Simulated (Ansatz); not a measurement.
The cluster Ag₂Au, relaxed as a doublet with UKS r2SCAN-D4/def2-TZVP in Ansatz, starting from the GFN1-xTB geometry. Force threshold 0.02 eV/Å.

In the def2 sets Ag, Au take a core potential; there is no spin–orbit coupling. The relaxation made no stability test and no search for a lower SCF solution. The structure comes from a short search, and lower isomers may exist.

Start:

```csv
atom,x (Å),y (Å),z (Å)
Au1,0.364,-0.323,-1.486
Ag2,1.070,0.566,0.962
Ag3,-1.433,-0.243,0.524
```

```json
{"step": "1", "energy (eV)": "-11698.6538", "largest force component (eV/Å)": "0.297", "SCF passes": "18"}
{"step": "2", "energy (eV)": "-11698.6650", "largest force component (eV/Å)": "0.086", "SCF passes": "23"}
{"step": "3", "energy (eV)": "-11698.6657", "largest force component (eV/Å)": "0.006", "SCF passes": "24"}
```

Force components are those of the run's own axes.

End:

| atom | x (Å) | y (Å) | z (Å) |
| --- | --- | --- | --- |
| Au1 | 0.3657 | -0.3243 | -1.4929 |
| Ag2 | 1.0375 | 0.5565 | 0.9599 |
| Ag3 | -1.4032 | -0.2322 | 0.5330 |

By distances, no bond broke or formed. The bond that changes most is Ag2–Ag3, from 2.67 to 2.60 Å (atoms count from 1).

No frequencies were taken in this run, so the end may be a saddle point.

It took 11 s on 4 threads of Arm Neoverse V1 on a shared host.
